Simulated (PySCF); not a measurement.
Cl2FH3Si2, SMILES F[SiH2][SiH](Cl)Cl. Heavy atoms are numbered as in [SiH2:1]([F:2])[SiH:3]([Cl:4])[Cl:5]. Hydrogens are named by the atom that carries them.

Geometry: B3LYP-D3(BJ)/def2-SVP. The structure was generated by enumeration, and PubChem lists no compound with its InChIKey, so it may never have been made. The values are those of a single conformer.

Level of theory: PBE/def2-TZVP in PySCF.

ESP charges are fitted to the potential on shells at 1.4 to 2.0 van der Waals radii. Atomic charges (e), one atom of each kind:

| atom | Löwdin | ESP fit |
|---|---|---|
| Si1 (SiH2) | … | 0.43 |
| F2 | … | -0.22 |
| Si3 (SiH) | -0.45 | -0.06 |
| Cl4 | 0.23 | -0.07 |
| H on Si1 | -0.03 | -0.06 |
| H on Si3 | … | 0.08 |

**Question.** Fill in the missing entries. (An estimate is asked for; the answer gives what the named calculation found.)

**Answer.** 
- Si1 (SiH2), Löwdin: 0.07
- F2, Löwdin: -0.01
- H on Si3, Löwdin: -0.03

**Question.** Give the Mayer and Wiberg (Löwdin basis) orders of the bonds. (Estimate from the structure and the level; the computed values follow.)

**Answer.** 
| bond | Mayer | Wiberg |
|---|---|---|
| Si1–F2 | 1.11 | 1.73 |
| Si1–Si3 | 0.90 | 1.10 |
| Si3–Cl4 | 1.16 | 1.83 |
| Si3–Cl5 | 1.18 | 1.86 |
